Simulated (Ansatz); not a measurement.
`[BH2][GaH][F]` + HBr → `[F][GaH][Br]` + BH₃ at 298.15 K and 1 bar (cleavage of the Ga–B bond).

Gas-phase electronic energies from Ansatz, PBE0-D4/def2-TZVP geometries. CCSD(T)/CBS is the MP2 limit (def2-TZVPP, def2-QZVPP) plus CCSD(T) − MP2 in def2-TZVPP, frozen cores. This one scheme is used for every species. For Br, Ga outer-core shells are correlated without core-valence functions, which leaves a few kJ/mol of doubt a bond. Scalar relativity is left out up to krypton.

```
        species  CCSD(T)/CBS energy (Eh)  H − E (kJ/mol)  S (J/(mol·K))
`[BH2][GaH][F]`              -2050.32373            90.0          301.8
            HBr              -2573.91920            24.6          198.6
 `[F][GaH][Br]`              -4597.74300            39.6          306.3
            BH₃                -26.55200            78.7          188.3
```

H − E and S are ideal-gas, rigid-rotor, harmonic terms from PBE0-D4/def2-TZVP. 1 Eh = 2625.50 kJ/mol, R = 8.31446 J/(mol·K).

Question: By hand: ΔE, ΔH, ΔS and ΔG.

Answer: ΔE = (-4597.74300) + (-26.55200) − (-2050.32373) − (-2573.91920) = -0.05207 Eh = -136.7 kJ/mol. Δ(H − E) = 39.6 + 78.7 − 90.0 − 24.6 = 3.7, so ΔH = -133.0 kJ/mol. ΔS = 306.3 + 188.3 − 301.8 − 198.6 = -5.8 J/(mol·K). ΔG = -133.0 − 298.15 × (-5.8)/1000 = -131.3 kJ/mol.

Question: By hand: the equilibrium constant, and the temperature at which ΔG would vanish if ΔH and ΔS stayed fixed.

Answer: log₁₀ K = −ΔG/(RT ln 10) = 23.0. ΔG = 0 at ΔH/ΔS = 22931 K, far beyond where these terms or the molecules hold.

The number of gas molecules stays the same, so ΔS is small and ΔH decides. A doubt of 5 kJ/mol in ΔE shifts log₁₀ K by 0.9 here. These are equilibria of isolated gas molecules and say nothing of rates. Largest T1 diagnostic: 0.014 (customary marks: 0.02 for closed shells, 0.045 for open ones).
